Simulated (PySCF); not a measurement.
## Telling isomers of C$_{5}$H$_{4}$FN$_{3}$ apart by NMR

PySCF calculation with NMR shieldings at PBE0/pcSseg-1/GIAO and GFN2-xTB structure; no relativistic terms, a single conformation, fast rotation and ring inversion assumed for equivalent nuclei, no solvent.

δ = σ(ref) − σ, references computed at the same level: ¹H (σ = 31.72 ppm), ¹³C (σ = 186.93 ppm) against TMS. Splittings of carbon signals by F and P are missing where no couplings were computed. Where no couplings were computed, multiplicities follow the n + 1 count of equivalent neighbours, and m marks all less simple cases (inequivalent or close neighbours, rings, F or P nearby). Shifts are as computed. Against solution values, carbons near 30 ppm lie about +3 ppm off and those near 130 ppm about +5 ppm. Of 1211 compounds with measured shifts, 218 miss one by over three times the rms of a fit or turn the order of signals round; such compounds aren't used in these exercises.

(1) Tabulate the signals of `C=Cc1nnncc1F`, `C=Cc1ncnnc1F` and their relative energies.

(2) What is the quickest way to tell C=Cc1nnncc1F from C=Cc1ncnnc1F?

Results:

(1) 
| SMILES | carbon types | δC | δH | E rel. (kcal/mol) |
| --- | --- | --- | --- | --- |
| C=Cc1nnncc1F | 2×C 2×CH 1×CH2 | 165.3, 148.3, 143.2, 137.7, 130.9 | 9.15 (m, 1H), 8.29 (m, 1H), 7.43 (m, 1H), 6.55 (m, 1H) | 21.7 |
| C=Cc1ncnnc1F | 2×C 2×CH 1×CH2 | 173.8, 161.6, 147.0, 139.9, 133.4 | 9.85 (s, 1H), 7.99 (m, 1H), 7.23 (m, 1H), 6.57 (m, 1H) | 0.0 |

Energies are electronic energies at PBE0/pcSseg-1 on these geometries, without zero-point or thermal terms, each for the one conformer computed, which needn't be the lowest.

(2) Both give the same number of carbon signals, with the same numbers of each carbon type, so the positions decide. The first has an aromatic CH next to a ring nitrogen at 143.2 ppm, the second an aromatic CH between two ring heteroatoms at 161.6 ppm. Their most deshielded carbons lie at 165.3 and 173.8 ppm. In the proton spectra the most deshielded non-exchanging signals are 9.15 (m, 1H) and 9.85 (s, 1H).
